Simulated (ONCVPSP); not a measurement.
## Configuration tests for W (ONCV)

W, optimised norm-conserving Vanderbilt (ONCV), made with ONCVPSP 4.0.1 (PBE, scalar-relativistic). Core [Kr] 4d10, reference 4f14 5s2 5p6 5d4 6s1.75 6p0.25. Waves: 5s+6s: rc 2.00 bohr, ncon 4, nbas 8, qcut 6.7 1/bohr, 2 projectors; 5p+6p: rc 2.25 bohr, ncon 4, nbas 8, qcut 7.2 1/bohr, 2 projectors; 5d: rc 1.75 bohr, ncon 4, nbas 7, qcut 5.8 1/bohr, 2 projectors, debl 1.2 Ha; 4f: rc 0.75 bohr, ncon 4, nbas 9, qcut 21.5 1/bohr, 2 projectors, debl 1.2 Ha. Local part: polynomial inside 0.65 bohr (lpopt 5, dvloc0 2 Ha). Core correction: polynomial model core, fcfact 0.25.

In the f channel the program set the typed energies aside and used -1.236, 0.250 Ha.

Energies are relative to the spin-unpolarised reference configuration 4f14 5s2 5p6 5d4 6s1.75 6p0.25; without spin polarisation the order of configurations can differ from experiment.

Q: Give the all-electron excitation energy and the error of the potential for: 4f14 5s2 5p6 5d4 6s2 6p0; 4f14 5s2 5p6 5d4 6s1 6p0; 4f14 5s2 5p6 5d4 6s0 6p0; 4f14 5s2 5p6 5d5 6s0 6p0.

A:

```json
{"valence configuration": "4f14 5s2 5p6 5d4 6s2 6p0", "charge": "0", "ΔE all-electron (eV)": "-1.096", "error AE − PS (meV)": "+0.3"}
{"valence configuration": "4f14 5s2 5p6 5d4 6s1 6p0", "charge": "+1", "ΔE all-electron (eV)": "7.788", "error AE − PS (meV)": "-3.9"}
{"valence configuration": "4f14 5s2 5p6 5d4 6s0 6p0", "charge": "+2", "ΔE all-electron (eV)": "23.468", "error AE − PS (meV)": "-15"}
{"valence configuration": "4f14 5s2 5p6 5d5 6s0 6p0", "charge": "+1", "ΔE all-electron (eV)": "8.597", "error AE − PS (meV)": "-20"}
```

Levels in the configuration 4f14 5s2 5p6 5d4 6s0 6p0:

```json
{"level": "4f", "all-electron (eV)": "-49.292", "pseudo (eV)": "-49.458"}
{"level": "5s", "all-electron (eV)": "-95.153", "pseudo (eV)": "-95.209"}
{"level": "5p", "all-electron (eV)": "-59.300", "pseudo (eV)": "-59.307"}
{"level": "5d", "all-electron (eV)": "-19.881", "pseudo (eV)": "-19.874"}
```

Note: ghosts flagged at negative energy: s at -535.4 eV, p at -158.0 eV; GHOST(+) flagged for d at 173.7 eV. A true bound ghost makes a file unfit for plane-wave use.
